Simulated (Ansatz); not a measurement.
Start from `C[N]([SiH3])[AlH][F]` and change one atom or group to get `C[N](C)[AlH][F]`.

Ansatz, PBE0-D4/def2-TZVP geometries, multiplicity 1. Each molecule was computed in one conformer, which needn't be the lowest.

```
                                      property  `C[N]([SiH3])[AlH][F]`
            HOMO energy (PBE0/def2-TZVPP) / eV                   -7.38
           LUMO energy (B3LYP/def2-TZVPP) / eV                   -0.73
           HOMO–LUMO gap (PBE/def2-TZVPP) / eV                    4.84
          HOMO–LUMO gap (PBE0/def2-TZVPP) / eV                    6.88
size of the dipole moment (PBE/def2-TZVPP) / D                    2.02
             LUMO energy (PBE/def2-TZVPP) / eV                   -1.26
```

Question: Give the same properties after the change, and the shifts. (An estimate is asked.)

Answer: Computed: 
```
                                      property  `C[N](C)[AlH][F]`  shift
            HOMO energy (PBE0/def2-TZVPP) / eV              -6.61   0.77
           LUMO energy (B3LYP/def2-TZVPP) / eV              -0.52   0.21
           HOMO–LUMO gap (PBE/def2-TZVPP) / eV               4.32  -0.52
          HOMO–LUMO gap (PBE0/def2-TZVPP) / eV               6.32  -0.56
size of the dipole moment (PBE/def2-TZVPP) / D               1.95  -0.07
             LUMO energy (PBE/def2-TZVPP) / eV              -1.04   0.22
```

With PBE0 the HOMO rises by 0.77 eV and the LUMO rises by 0.21 eV, so the gap narrows by about 0.56 eV. PBE moves the HOMO by 0.75 eV and ωB97M-V by 0.76 eV. Dipoles are sizes alone; their direction can turn.

B3LYP here is the variant with VWN-RPA as its local correlation; programs differ in this.
